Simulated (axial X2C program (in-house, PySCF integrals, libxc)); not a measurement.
# Which molecule has these constants?

Computed with an in-house all-electron X2C program for linear molecules (integrals from PySCF), spin-free (one-electron X2C) or two-component (2c: spin–orbit coupling with atomic mean-field Coulomb and Gaunt terms, which also bring small scalar terms), in Dyall basis sets with cores contracted in-house; open shells are unrestricted.

A two-component PBE0 calculation in a Dyall 3-zeta basis gave Re = 2.305 Å, ωe = 392.5 cm⁻¹, Ω = 1.

Which molecule is it?
A. GeP⁺
B. CuP⁺
C. GaP⁺
D. CoP⁺
E. KP⁺

A. The others have KP⁺ 3.493 Å and 84.5 cm⁻¹ (Ω = 3/2); GaP⁺ 2.650 Å and 148.9 cm⁻¹ (Ω = 3/2); CoP⁺ 2.127 Å and 379.0 cm⁻¹ (Ω = 5/2); CuP⁺ 2.199 Å and 294.6 cm⁻¹ (Ω = 3/2).

Each entry is the lowest single determinant of a limited PBE0 search at one distance. De goes to single-determinant-based atoms at the same level (for ions the charge split of lowest energy) and is withheld (n/a) where an atom does not fit its ground term or J level. Main or longest-lived isotopes. One determinant is a doubtful description, or other states lie close, for GeP⁺, KP⁺, GaP⁺, CoP⁺, CuP⁺; these need not be ground states, and all values refer to the states named. Some open-shell Ω = 0 determinants are out of reach, so the Ω given for GeP⁺ need not be the lowest component. With several unpaired electrons the Ω given is that of one determinant, not necessarily of the lowest component. The functionals have no current term, which raises determinants with orbital currents.
